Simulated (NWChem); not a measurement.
System: SiH$_{3}$S$_{3}$F; SMILES F[Si](S)(S)S

```xyz
8

F      0.0000     0.0000    -1.8742
Si     0.0000     0.0000    -0.2501
S     -1.6074     1.1968     0.4451
S     -0.2328    -1.9904     0.4451
S      1.8402     0.7936     0.4451
H     -1.2793     2.2555    -0.3318
H     -1.3137    -2.2357    -0.3318
H      2.5930    -0.0198    -0.3318
```
Atoms are numbered in this order, from 1.

All runs: NWChem. Coordinates come from a PBE0/def2-SVP optimisation. Total energies of different functionals are on different scales.

```csv
level,energy (Ha),highest occupied level (eV),orbital gap (eV),dipole (D)
B3LYP/def2-SVP,-1585.3883,-7.58,7.69,0.65
PBE/def2-SVP,-1584.5644,-6.60,5.97,0.78
OLYP/def2-SVP,-1585.3265,-6.47,5.98,0.76
LRC-wPBEh/def2-SVP,-1584.7199,-9.82,11.81,0.87
"LC-wPBE (HJS exchange hole, range parameter 0.4 per bohr)/def2-SVP",-1584.7414,-10.74,13.33,1.01
B97-D/def2-SVP,-1585.3044,-6.58,?,0.74
BLYP/def2-SVP,-1585.2895,-6.34,5.89,0.64
```

Q: Fill in the missing entries.

A: 
- B97-D/def2-SVP, orbital gap (eV): 6.03
